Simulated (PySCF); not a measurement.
Computed spin Hamiltonian

Species: C6H8FO (doublet state).
SMILES with atom numbers: `[O:1]=[C:2]1[CH:3][CH2:4][CH2:5][C@@H:6]([F:7])[CH2:8]1` (hydrogens: H9 on C3; H10, H11 on C4; H12, H13 on C5; H14 on C6; H15, H16 on C8)

Structure used (GFN2-xTB), in Å, numbered top down from 1:
```
atom  x, y, z in Å
O1     0.6787    2.6905    0.6390
C2     0.3483    1.5431    0.3404
C3    -1.0138    1.1719    0.1844
C4    -1.4915   -0.1851   -0.1316
C5    -0.3847   -1.1173   -0.6144
C6     0.8431   -0.9392    0.2694
F7     1.8104   -1.8564   -0.1018
C8     1.4013    0.4672    0.1216
H9    -1.7504    1.9401    0.3708
H10   -2.2972   -0.1294   -0.8716
H11   -1.9572   -0.6011    0.7743
H12   -0.1112   -0.8775   -1.6439
H13   -0.7165   -2.1559   -0.5855
H14    0.6074   -1.1654    1.3181
H15    1.7962    0.5857   -0.8922
H16    2.2296    0.6377    0.8115
```

The hyperfine couplings belong to this conformer and change with its torsions.

Computed, not measured: PySCF, UKS B3LYP, pcH-1 on C F H O, non-relativistic, mean-field spin-orbit, GIAO. Geometry: GFN2-xTB, one conformer, isolated molecule. Couplings are sensitive to structure, and on GFN2-xTB geometries they can be far from those on DFT ones. The SCF solution wasn't tested for stability.

| Property | Result |
| --- | --- |
| g1, g2, g3 | 2.00212, 2.00439, 2.00876 |
| g_iso | 2.00509 |
| Form of g | rhombic: the two nearest values differ by 34 % of g3 − g1 |
| ⟨S²⟩ | 0.7642 (exact 0.7500) |
| α and β electrons | 31, 30 |
| HOMO–LUMO gap, α and β orbitals | 6.91, 3.45 eV |
| Total energy | -408.50593 Eh |
| Basis functions | 280 |

Isotropic coupling and dipolar principal values T1 to T3, in MHz; ρ(0) is the spin density at the nucleus:

```csv
atom,isotope,a_iso,T1,T2,T3,Mulliken spin population,ρ(0) (bohr⁻³)
O1,17O,-21.7,-101.8,50.7,51.1,0.33,0.0358
C2,13C,-40.0,-13.8,3.8,10.0,-0.12,-0.0356
C3,13C,63.6,-61.9,-61.8,123.7,0.80,0.0565
C4,13C,-26.1,-2.8,0.5,2.3,-0.07,-0.0232
C5,13C,3.9,-0.9,-0.7,1.6,0.01,0.0034
C6,13C,-2.0,-0.7,-0.4,1.0,0.00,-0.0018
F7,19F,0.7,-1.6,-0.7,2.3,0.00,0.0002
C8,13C,-2.3,-0.9,-0.3,1.2,0.00,-0.0021
H9,1H,-48.3,-27.1,-2.6,29.7,-0.03,-0.0108
H10,1H,75.6,-4.5,-3.0,7.5,0.03,0.0169
H11,1H,128.4,-5.3,-2.4,7.7,0.05,0.0287
H12,1H,-0.8,-2.4,-2.0,4.5,0.00,-0.0002
H13,1H,-1.5,-1.5,-1.3,2.9,0.00,-0.0003
H14,1H,0.6,-2.2,-1.7,3.9,0.00,0.0001
H15,1H,-1.7,-2.3,-1.3,3.6,0.00,-0.0004
H16,1H,-3.3,-2.1,-1.2,3.3,0.00,-0.0007
```

Largest spin populations (Mulliken): C3 (+0.80), O1 (+0.33), C2 (-0.12) and C4 (-0.07). The positive populations add up to 1.22 and the negative ones to -0.22, together 2S = 1. The angles at C3 add up to 359.9°, so it is planar; its axial dipolar tensor and the negative coupling of its proton fit spin in a p orbital normal to that plane.

Axes: g3 points within 6° of the C3–C4 bond.

Under fast tumbling the dipolar parts average out, and these isotropic splittings remain: 1 × 1H (H11, I = 1/2, 2 lines) with 4.58 mT, 1 × 1H (H10, I = 1/2, 2 lines) with 2.69 mT, 1 × 1H (H9, I = 1/2, 2 lines) with 1.72 mT, 1 × 1H (H16, I = 1/2, 2 lines) with 0.12 mT, 1 × 1H (H15, I = 1/2, 2 lines) with 0.06 mT and 1 × 1H (H13, I = 1/2, 2 lines) with 0.05 mT.

The 17O coupling of O1 (-21.7 MHz) shows only in satellite lines or after enrichment, since that isotope makes up about 0.038 % of natural oxygen.

The 13C coupling of C3 (63.6 MHz) shows only in satellite lines or after enrichment, since that isotope makes up about 1.07 % of natural carbon.

Examples of negative spin density at the nucleus (bohr⁻³): C2 (-0.0356), C4 (-0.0232) and H9 (-0.0108).
